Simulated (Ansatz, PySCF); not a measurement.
Gas-phase reaction (SMILES): F[C]F → [C]F + F atom; the C-F bond at the site shown breaks (other sites are not compared here).

Structures are relaxed separately at B3LYP-D3(BJ)/def2-TZVP in Ansatz (a program for electronic structure). Correlated levels leave the core frozen unless marked. Open shells are spin-unrestricted. No spin-orbit coupling. Non-relativistic. CBS(X,Y): correlation extrapolated as X^-3; Hartree-Fock from the larger set. Unstable Hartree-Fock reference: F[C]F. Thermal terms are rigid-rotor harmonic-oscillator values from B3LYP-D3(BJ) frequencies (PySCF) at 298.15 K and 1 atm. 1 Eh = 627.5095 kcal/mol. Atoms have translation alone.

```csv
species,"E, CCSD(T)/CBS(aug-cc-pVTZ,aug-cc-pVQZ) (Ansatz) (Eh)","E, r2SCAN-D4/def2-TZVPD (Ansatz + dftd4) (Eh)",H - E (Eh)
F[C]F,-237.53355,-237.70265,0.01079
[C]F,-137.66646,-137.77571,0.00627
F atom,-99.66595,-99.72844,0.00236
```

Task: Work out ΔE and ΔH at 298.15 K at the first level, then ΔH at the second.

Result: 
1. ΔE = [(-137.66646) + (-99.66595)] - [(-237.53355)] = 0.20114 Eh = 126.2 kcal/mol at CCSD(T)/CBS(aug-cc-pVTZ,aug-cc-pVQZ).
2. The terms H - E add up to -0.00216 Eh, so ΔH = (0.20114 + (-0.00216))×627.5095 = 124.9 kcal/mol.
3. At r2SCAN-D4/def2-TZVPD the same steps give ΔE = 124.6 and ΔH = 123.2 kcal/mol, a shift of -1.7 from the first level.
4. These values are not checked against measurement here, since the tables used lack a sound gas-phase enthalpy of formation for at least one species.
